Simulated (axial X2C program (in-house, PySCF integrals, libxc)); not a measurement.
## Potential curves of LiAs, 2c

All values were computed with an axial X2C code built on PySCF integrals. Two-component (2c) means X2C with spin–orbit coupling and atomic mean-field two-electron Coulomb and Gaunt terms. Basis: As dyall-cv3z [9s9p6d4f1g], Li dyall-cv3z [7s8p2d] (cores contracted in-house); Gaussian nuclei, density fitting, unrestricted open shells. Masses: As 74.922 u, Li 7.016 u.

State: Ω = 1 (⟨Sz⟩ = 0.99, ⟨Lz⟩ = 0.01 at HF). Energies in eV from the fragments at the same level (As + Li). Fits are polynomials in 1 − R0/R over 0.85 to 1.23 times the lowest point R0.

| R (Å) | MP2 | CCSD |
| --- | --- | --- |
| 2.1028 | -0.9655 |  |
| 2.1995 | -1.1717 | -1.2872 |
| 2.2720 | -1.2664 | -1.3800 |
| 2.3445 | -1.3211 | -1.4332 |
| 2.4170 | -1.3439 | -1.4548 |
| 2.5016 | -1.3388 | -1.4488 |
| 2.5862 | -1.3072 | -1.4170 |
| 2.6950 | -1.2372 | -1.3481 |
| 2.8279 | -1.1118 |  |

Correlated methods: 6 electrons correlated (number of frozen shells: As 3 s, 2 p, 1 d; Li 1 s), 206 virtual spin orbitals or spinors in MP2, 68 natural virtuals in coupled cluster.

The state is one determinant whose occupation by symmetry is held fixed; it was picked as the lowest of a PBE0 search that is not exhaustive. Dissociation energies refer to the lowest single-determinant-based atoms at the same level and basis. CCSD ran in a truncated set of natural virtual spinors with an MP2 remainder; without triples it tends to underbind. Other states lie close and PBE0, whose exact exchange favours high spin, may order them wrongly; the determinant shown need not be the ground state. The nearest other 2c determinant of the search, Ω = 2, lies 0.73 eV up at the distance of the search. With several unpaired electrons one determinant need not be a pure state. Open-shell Ω = 0 determinants with evenly filled partner blocks cannot be reached by this program, so the Ω shown need not be the lowest component. This is the Ω = 1 component of a π² triplet; the 0⁺ component is not one determinant and can lie lowest. Some points did not converge and are left out. Coupled cluster ran on the points near the minimum only. MP2 and coupled cluster on one determinant become unreliable at the stretched end.

(1) Fit the MP2 curve near its minimum: give the equilibrium distance, the harmonic wavenumber and the well depth.

(2) What are Re, ωe and De at the CCSD level?

Answers

(1) At MP2, 2c: Re = 2.444 Å, ωe ≈ 432 cm⁻¹, De = 1.35 eV to As + Li; Be follows as 0.44 cm⁻¹.

(2) At CCSD, 2c: Re = 2.442 Å, ωe ≈ 431 cm⁻¹, De = 1.46 eV to As + Li; Be follows as 0.441 cm⁻¹.
